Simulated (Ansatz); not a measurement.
The same ligand exchange along the group O, S, Se.

Calculated with Ansatz (gas phase, PBE0-D4/def2-TZVP geometries, no zero-point term in ΔE). CCSD(T)/CBS adds triple-zeta CCSD(T) − MP2 to the extrapolated MP2 energy (def2 sets, frozen cores). This one scheme is used for every species. For Se outer-core shells are correlated without core-valence functions, which leaves a few kJ/mol of doubt a bond. Scalar relativity is left out up to krypton. One conformer a species, not always the lowest.

```csv
reaction,CCSD(T)/CBS(def2) (eV)
`[OH][Al]([F])[Cl]` + NH₃ → `[NH2][Al]([F])[Cl]` + H₂O,0.39
`[F][Al]([SH])[Cl]` + NH₃ → `[NH2][Al]([F])[Cl]` + H₂S,0.19
`[F][Al]([Cl])[SeH]` + NH₃ → `[NH2][Al]([F])[Cl]` + H₂Se,?
```

Problem. Fill in the missing values. (Estimate.)

Solution. The calculation gave: `[F][Al]([Cl])[SeH]` + NH₃ → `[NH2][Al]([F])[Cl]` + H₂Se: +0.27 eV.

Largest T1 diagnostic: 0.011, for `[OH][Al]([F])[Cl]`.
